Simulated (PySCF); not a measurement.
# Se⁺: ionisation energy

Se⁺ [Ar] 3d10 4s2 4p3 (4S) → Se²⁺ [Ar] 3d10 4s2 4p2 (3P), as a difference of total energies. Calculation: PySCF 2.14, in aug-cc-pVTZ-DK; scalar relativity by spin-free X2C-1e. Correlated levels: valence: [Ar] 3d10 frozen. The calculations carry no spin-orbit coupling.

| method | ionisation energy (eV) | plus first-order spin-orbit estimate | error of that sum (eV) |
| --- | --- | --- | --- |
| UHF | 20.842 | 20.554 | -0.642 |
| LDA | 21.464 | 21.176 | -0.020 |
| PBE | 21.301 | 21.013 | -0.183 |
| PBE0 | 21.396 | 21.108 | -0.088 |
| r2SCAN | 21.576 | 21.288 | +0.092 |
| wB97X | 21.131 | 20.843 | -0.353 |
| HSE06 | 21.367 | 21.079 | -0.117 |
| B2PLYP | 21.235 | 20.947 | -0.249 |
| M06-2X | 21.236 | 20.947 | -0.249 |
| MP2 (valence) | 21.347 | 21.058 | -0.138 |
| SCS-MP2 (valence) | 21.196 | 20.908 | -0.288 |

Reference: 21.196 ± 0.01 eV (measured; NIST Atomic Spectra Database, ionization energies).

A first-order spin-orbit estimate (lowest level to lowest level, LS coupling) adds -0.288 eV.

Errors of the correlated levels include the incompleteness of this basis and the frozen core.
